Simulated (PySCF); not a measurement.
## Polarisability and C₆ of B (boron, neutral)

[He] 2s2 2p1, 2P determinant. Calculation: PySCF 2.14, in aug-cc-pVDZ; the non-relativistic Hamiltonian (point nucleus). Coupled (time-dependent) response in atomic units; α is the mean over directions. A double-zeta set is small for polarisabilities.

| method | mean α (bohr³) | α xx, yy, zz | C₆ (like pair) | S(−4) |
| --- | --- | --- | --- | --- |
| UHF | 21.76 | 20.08, 25.13, 20.08 | 104.9 | 379.5 |
| PBE | 22.51 | 19.76, 28.02, 19.76 | 110.6 | 342.6 |
| PBE0 | 21.81 | 19.52, 26.39, 19.52 | 106.6 | 304.4 |
| M06-L | 21.89 | 20.11, 25.46, 20.11 | 111.5 | 274.5 |

S(−4) is the Cauchy moment in α(ω) = α(0) + S(−4) ω² + …

Reference α: 20.5 ± 0.1 bohr³ (recommended; Schwerdtfeger and Nagle, table of static dipole polarizabilities (2023 update)). Published C₆: 99.50 (Chu and Dalgarno (2004); Tang, Norbeck and Certain (1976)).

α(iu) at PBE:

| u (hartree) | α(iu) (bohr³) |
| --- | --- |
| 0 | 22.51 |
| 0.0500 | 21.70 |
| 0.100 | 19.72 |
| 0.200 | 14.93 |
| 0.300 | 10.93 |
| 0.500 | 6.093 |
| 0.750 | 3.366 |
| 1.00 | 2.102 |
| 1.50 | 1.030 |
| 2.00 | 0.6061 |
| 3.00 | 0.2824 |
| 5.00 | 0.1071 |

The components differ because the open shell of this determinant is not spherical; for a pure term their mean is the scalar polarisability.
